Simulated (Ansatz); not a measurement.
C₄H₁₁BCl₃N⁻, that is B(NH2tBu)Cl3 with one electron more. The state is a doublet with charge -1. Geometry PBE-D4/def2-SVP, that of the neutral singlet; atoms count from 1.

Cartesian coordinates in Å:
```
B -0.903 1.471 -1.581
N -0.112 1.045 -0.199
C 0.202 -0.348 0.352
C 0.932 -0.106 1.684
C -1.099 -1.118 0.594
C 1.116 -1.099 -0.621
H 0.781 1.563 -0.277
H -0.636 1.561 0.529
H 1.873 0.464 1.537
H 1.198 -1.074 2.151
H 0.294 0.448 2.404
H -1.791 -0.557 1.254
H -1.632 -1.326 -0.351
H -0.857 -2.079 1.089
H 0.608 -1.307 -1.579
H 2.037 -0.524 -0.844
H 1.417 -2.059 -0.157
Cl -0.800 3.328 -1.463
Cl -2.641 0.884 -1.488
Cl 0.016 0.833 -3.036
```

The highest occupied level of the charge -1 doublet lies above zero (up to 2.48 eV). By energy differences it is unbound by 1.15 eV (vertical, to the charge 0 singlet, at PBE0-D4/def2-TZVP) and held by the finite basis.

Question: Estimate the Mulliken populations from the PBE0/def2-TZVP orbitals of Ansatz.

Answer: 
```csv
atom,charge (e),spin (α − β)
B1,0.10,0.07
N2,0.08,-0.24
C3,-0.05,0.20
C4,0.17,-0.54
C5,-0.06,-0.31
C6,-0.06,-0.31
H7,-0.04,0.34
H8,-0.04,0.34
H9,-0.15,0.29
H10,-0.06,0.18
H11,-0.15,0.29
H12,-0.03,0.17
H13,0.07,0.06
H14,-0.01,0.13
H15,0.07,0.06
H16,-0.04,0.17
H17,-0.01,0.13
Cl18,-0.26,0.00
Cl19,-0.25,0.00
Cl20,-0.25,0.00
```
Mulliken values and Mayer orders depend strongly on the basis.

Question: Where does the spin sit?

Answer: Summed by element: B 0.07, N -0.24, C -0.97, H 2.14, Cl -0.01, of 1 unpaired in all. Largest on single atoms: C4 -0.54, H7 0.34, H8 0.34.

Question: And the Mayer bond orders between bonded heavy atoms (over 0.3)?

Answer: B1–N2 0.76 (1.65 Å); B1–Cl18 1.09 (1.86 Å); B1–Cl19 1.10 (1.84 Å); B1–Cl20 1.10 (1.84 Å); N2–C3 0.79 (1.53 Å); C3–C4 0.88 (1.54 Å); C3–C5 0.93 (1.53 Å); C3–C6 0.93 (1.53 Å).
